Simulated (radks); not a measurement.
Results of a calculation; reference values are marked as such.
Q: Numerical settings for the thulium ion Tm26+, [Kr] 4d7. Code: a radial shooting solver on a logarithmic mesh with Libxc functionals. Model: Dirac Kohn-Sham, LDA (Slater exchange, Perdew-Wang correlation), spin-unpolarised, spherical densities, finite nucleus; open shells fill j = l - 1/2 first; Fermi nuclear charge, rms radius 5.2256 fm. The defaults (mesh step 0.008 in ln r, mesh end at 40 bohr or more with all orbitals vanishing there, Anderson mixing 0.5 over 9 steps, residual threshold near 1e-9 with the energy settled to 1e-9 hartree or 1e-11 of itself, here a cap of 91 iterations) give E = -13262.7125 hartree and 4d5/2 at -936.59 eV in 13 iterations. Run on one thread of a shared host, so times are rough (Intel(R) Xeon(R) Platinum 8488C): 0.1 s of CPU time, 0.1 s wall, 13 iterations on 2189 mesh points. One setting is changed at a time: mesh step in ln r 0.005; mesh step in ln r 0.03; mesh step in ln r 0.02; mesh end (bohr) 20; mesh end (bohr) 400; residual threshold 0.1; residual threshold 0.001; mixing 0.2; linear mixing, mixing 0.2; linear mixing, mixing 1; mixing history 20; iteration cap 5. Which runs fail to converge, and which converge to a wrong energy?

A: Not converged within the cap: iteration cap 5. No run marked as converged misses the energy by more than 1 mhartree.
